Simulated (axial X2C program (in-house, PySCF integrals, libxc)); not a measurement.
**What spin–orbit coupling does to NaAu⁻**

Computed with an in-house all-electron X2C program for linear molecules (integrals from PySCF). Spin-free means the one-electron spin-free X2C Hamiltonian; two-component (2c) means X2C with spin–orbit coupling and atomic mean-field two-electron Coulomb and Gaunt terms, so the difference of the two also holds small scalar two-electron terms. Basis: Au dyall-acv3z [14s15p10d6f4g], Na dyall-av3z [10s9p5d2f] (cores contracted in-house); Gaussian nuclei, density fitting, unrestricted open shells. Masses: Au 196.967 u, Na 22.990 u.

Spin-free state: M_S = 1/2, Λ = 0 (beyond evenly filled blocks: σα); fragments Au- + Na.

| level | Re (Å) | ωe (cm⁻¹) | De (eV) | μ (D) |
| --- | --- | --- | --- | --- |
| PBE0 | 2.776 | 168.4 | 1.025 | -9.11 |
| HF | 2.901 | 142.1 | 0.823 | -9.88 |
| MP2 | 2.755 | 186.1 | 1.080 | n/a |
| CCSD | 2.810 | 166.9 | 1.024 | n/a |
| CCSD(T) | 2.807 | 169.0 | 1.031 | n/a |

Correlated methods: 13 electrons correlated (number of frozen shells: Au 5 s, 4 p, 2 d, 1 f; Na 2 s, 1 p), 345 virtual spin orbitals or spinors in MP2, 89 natural virtuals in coupled cluster.

Dipoles are positive if Na is the positive end and refer to the centre of mass.

Two-component determinant lowest at the distance of the search:

Ω = 1/2 (⟨Sz⟩ = 0.50, ⟨Lz⟩ = 0.00 at HF); fragments Au- + Na.

```tsv
level	Re (Å)	ωe (cm⁻¹)	De (eV)	μ (D)
PBE0	2.775	168.6	1.028	-9.08
HF	2.899	142.8	0.829	-9.83
MP2	2.751	187.0	1.069	n/a
CCSD	2.808	167.4	1.023	n/a
CCSD(T)	2.806	169.4	1.032	n/a
```

(1) From the two tables, how do the constants change at the CCSD(T) level (2c against spin-free)?

The state is one determinant whose occupation by symmetry is held fixed; it was picked as the lowest of a PBE0 search that is not exhaustive. De is counted from the lowest determinant-based energies of the atoms at the same level, without counterpoise correction. Density functionals use the spin component along the axis (collinear). Coupled cluster ran in a truncated set of natural virtual spinors; the MP2 energy of the rest was added. (T) has no such correction and the atoms are truncated less, which lowers De at CCSD(T) by a hundredth of an eV or more. The highest occupied level of some functionals is positive through self-interaction error; at Hartree–Fock it is bound. With the outer-core shells frozen, correlated bond lengths of heavy atoms tend to come out a few hundredths of an ångström too long. Hartree–Fock gets electron affinities wrong, so its lowest charge split need not be the true one.

Answers

(1) At the CCSD(T) level Re decreases by 0.001 Å and ωe increases by 0.4 cm⁻¹; De changes by 0.001 eV.
